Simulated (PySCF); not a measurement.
BGeH5O, SMILES B[O][GeH3].

Geometry: PBE0-D3(BJ)/def2-SVP.

Method: PySCF with TDDFT-M06-2X/def2-SVPD.

Vertical excitations. Gas-phase values at a fixed geometry. State labels are in the subgroup Cs.

Computed UV-visible absorptions:
| state | symmetry | energy (eV) | λ (nm) | f | main pairs |
|---|---|---|---|---|---|
| S1 | A" | 5.86 | 212 | 0.000 | HOMO→LUMO+1 93 % |
| S2 | A' | 7.29 | 170 | 0.020 | HOMO→LUMO 84 % |
| S3 | A" | 7.95 | 156 | 0.001 | HOMO−1→LUMO 90 % |
| S4 | A' | 8.06 | 154 | 0.093 | HOMO→LUMO+2 78 % |
| S5 | A' | 8.32 | 149 | 0.013 | HOMO−2→LUMO 79 % |
| S6 | A" | 8.55 | 145 | 0.013 | HOMO−2→LUMO+1 42 %, HOMO→LUMO+5 34 %, HOMO−4→LUMO+1 8 %, HOMO−5→LUMO+1 7 % |
| S7 | A' | 8.68 | 143 | 0.035 | HOMO→LUMO+3 65 %, HOMO−1→LUMO+1 11 % |
| S8 | A' | 8.73 | 142 | 0.102 | HOMO−1→LUMO+1 64 %, HOMO→LUMO+3 15 % |
| S9 | A" | 8.78 | 141 | 0.000 | HOMO→LUMO+5 56 %, HOMO−2→LUMO+1 25 %, HOMO−4→LUMO+1 9 % |
| S10 | A" | 8.83 | 140 | 0.150 | HOMO−1→LUMO+2 91 % |
| T1 | A" | 5.49 | 226 | 0 | HOMO→LUMO+1 91 % |
| T2 | A' | 7.01 | 177 | 0 | HOMO→LUMO 80 % |
| T3 | A' | 7.30 | 170 | 0 | HOMO−1→LUMO+1 56 %, HOMO−3→LUMO+1 32 % |
| T4 | A" | 7.59 | 163 | 0 | HOMO−1→LUMO 85 % |
Triplets are in the Tamm–Dancoff approximation, which puts them higher than full response would, so one can lie above its singlet here.
